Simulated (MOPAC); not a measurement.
MOPAC input (PM3):

```
PM3 PRECISE GNORM=0.05 LET XYZ CHARGE=-1 GEO-OK AUX(PRECISION=9) THREADS=1
HSe

Se   -0.00000000 1   -0.00000000 1   -0.04223725 1
H     0.00000000 1    0.00000000 1    1.43606647 1
```

Output:

```
 *******************************************************************************
 **                                                                           **
 **                              MOPAC v23.2.5                                **
 **                                                                           **
 *******************************************************************************
 ** MOPAC's Digital Object Identifier: https://doi.org/10.5281/zenodo.6511958 **
 **                                                                           **
 ** Please cite the open-source release paper for use of this MOPAC version:  **
 ** J. E. Moussa and J. J. P. Stewart (2026)                                  **
 ** MOPAC: An open-source semiempirical molecular orbital program             **
 ** J. Open Source Softw., 11(119), 8025, https://doi.org/10.21105/joss.08025 **
 *******************************************************************************

                              PM3 CALCULATION RESULTS

 *******************************************************************************
 *  PM3        - The PM3 Hamiltonian to be used
 *  GEO-OK     - OVERRIDE INTERATOMIC DISTANCE AND OTHER SAFETY CHECKS
 *
 *
 *
 *                 CHARGE ON SYSTEM = -1
 *
 *
 *
 *  LET        - OVERRIDE SOME SAFETY CHECKS
 *  PRECISE    - TIGHTER CRITERIA TO BE USED
 *  XYZ        - CARTESIAN COORDINATE SYSTEM TO BE USED
 *  GNORM      - EXIT WHEN GRADIENT NORM DROPS BELOW 0.050
 *  AUX        - OUTPUT AUXILIARY INFORMATION
 *******************************************************************************
PM3 PRECISE GNORM=0.05 LET XYZ CHARGE=-1 GEO-OK AUX(PRECISION=9) THREADS=1
 HSe

   ATOM   CHEMICAL          X               Y               Z
  NUMBER   SYMBOL      (ANGSTROMS)     (ANGSTROMS)     (ANGSTROMS)

     1      Se         -0.00000000  *  -0.00000000  *  -0.04223725  *
     2       H          0.00000000  *   0.00000000  *   1.43606647  *

          CARTESIAN COORDINATES

    NO.       ATOM           X           Y           Z

     1        Se         -0.0000     -0.0000     -0.0422
     2         H          0.0000      0.0000      1.4361

  H: (PM3): J. J. P. STEWART, J. COMP. CHEM. 10, 209 (1989).
 Se: (PM3): J. J. P. STEWART, J. COMP. CHEM. 12, 320-341 (1991).

           Empirical Formula: H Se  =     2 atoms

      MOLECULAR POINT GROUP   :   C*v

      RHF CALCULATION, NO. OF DOUBLY OCCUPIED LEVELS = 4

          Geometry optimization using EF

          DIAGONAL MATRIX USED AS START HESSIAN

 CYCLE:     1  GRAD.:    12.319 HEAT: -13.44401
 CYCLE:     2  GRAD.:    11.052 HEAT: -13.44017
 CYCLE:     3  GRAD.:     1.042 HEAT: -13.62024
 CYCLE:     4  GRAD.:     0.101 HEAT: -13.62167
 CYCLE:     5  GRAD.:     0.001 HEAT: -13.62168

     GRADIENT =  0.00055 IS LESS THAN CUTOFF =  0.05000

 -------------------------------------------------------------------------------
 PM3 PRECISE GNORM=0.05 LET XYZ CHARGE=-1 GEO-OK AUX(PRECISION=9) THREADS=1
 HSe

     GEOMETRY OPTIMISED USING EIGENVECTOR FOLLOWING (EF).
     SCF FIELD WAS ACHIEVED

                              PM3 CALCULATION
                                                       MOPAC v23.2.5 Linux

          FINAL HEAT OF FORMATION =        -13.62168 KCAL/MOL =     -56.99311 KJ/MOL

          COSMO AREA              =         63.35 SQUARE ANGSTROMS
          COSMO VOLUME            =         47.01 CUBIC ANGSTROMS

          GRADIENT NORM           =          0.00055          =       0.00039 PER ATOM
          IONIZATION POTENTIAL    =          2.555377 EV
          HOMO LUMO ENERGIES (EV) =         -2.555  6.774
          NO. OF FILLED LEVELS    =          4
          MOLECULAR WEIGHT        =         79.9679         POINT GROUP:  C*v

          MOLECULAR DIMENSIONS (Angstroms)

            Atom       Atom       Distance
            H     2   Se     1     1.43630
            H     2   Se     1     0.00000
           Se     1    H     2     0.00000

          SCF CALCULATIONS        =          6

   ATOM   CHEMICAL          X               Y               Z
  NUMBER   SYMBOL      (ANGSTROMS)     (ANGSTROMS)     (ANGSTROMS)

     1      Se          0.00000000  *   0.00000000  *  -0.02123303  *
     2       H          0.00000000  *   0.00000000  *   1.41506225  *

                             CARTESIAN COORDINATES

   1   Se        0.000000000     0.000000000    -0.021233027
   2    H        0.000000000     0.000000000     1.415062247

           Empirical Formula: H Se  =     2 atoms

      MOLECULAR POINT GROUP   :   C*v

                  EIGENVALUES
 -11.32389  -5.04140  -2.55538  -2.55538   6.77384

              NET ATOMIC CHARGES AND DIPOLE CONTRIBUTIONS

  ATOM NO.   TYPE          CHARGE      No. of ELECS.   s-Pop       p-Pop
    1         Se          -0.868231        6.8682     1.92621     4.94202
    2          H          -0.131769        1.1318     1.13177
 DIPOLE           X         Y         Z       TOTAL
 POINT-CHG.     0.000     0.000    -0.822     0.822
 HYBRID        -0.000    -0.000     1.239     1.239
 SUM           -0.000    -0.000     0.416     0.416

          ATOMIC ORBITAL ELECTRON POPULATIONS

     Atom    s        px        py        pz
    1 Se   1.92621   2.00000   2.00000   0.94202
    2  H   1.13177

 **********************
 *                    *
 * JOB ENDED NORMALLY *
 *                    *
 **********************

 == MOPAC DONE ==
```

The dipole moment of an ion depends on the origin.
